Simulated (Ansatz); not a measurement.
`[OH][InH][CH2][SiH3]`, charge 0, multiplicity 1.

(1) Give a relaxed structure at PBE0-D4/def2-TZVP (Ansatz 0.2.0). (An estimate is asked.)

Results:

(1) Computed: 
```xyz
11

O     1.259    1.485   -1.769
In    0.454   -0.338   -1.692
C     0.068   -1.019    0.314
Si   -0.791    0.265    1.352
H     1.360    1.892   -0.905
H     0.224   -1.024   -3.237
H     1.041   -1.256    0.757
H    -0.510   -1.944    0.269
H    -1.064   -0.202    2.740
H     0.049    1.492    1.439
H    -2.090    0.649    0.733
```
This is one stationary point; other conformers may exist.
